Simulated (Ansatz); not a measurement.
WS₂F₂⁻. The state is a doublet with charge -1. Geometry PBE-D4/def2-SVP, that of the neutral singlet; atoms count from 1.

Cartesian coordinates in Å:
```
W -0.043 0.100 0.050
S 1.753 -0.931 0.588
S -0.933 -0.999 -1.555
F 0.427 1.788 -0.593
F -1.205 0.042 1.509
```

In the def2 sets W takes a core potential; there is no spin–orbit coupling.

Q: Estimate the Mulliken populations from the PBE0/def2-TZVPD orbitals of Ansatz.

A: 
```tsv
atom	charge (e)	spin (α − β)	d electrons
W1	1.33	0.85	3.80
S2	-0.70	0.07	–
S3	-0.70	0.07	–
F4	-0.46	0.01	–
F5	-0.46	0.01	–
```
Mulliken values depend strongly on the basis. With diffuse functions, as here, like atoms can get unlike values, and bond orders can come out too low or too high.

Q: Where does the spin sit?

A: Summed by element: W 0.85, S 0.13, F 0.02, of 1 unpaired in all. Largest on single atoms: W1 0.85, S3 0.07, S2 0.07.

Q: And the Mayer bond orders between heavy atoms (over 0.3)?

A: W1–S2 1.80 (2.14 Å); W1–S3 1.80 (2.14 Å); W1–F4 0.73 (1.87 Å); W1–F5 0.73 (1.87 Å).
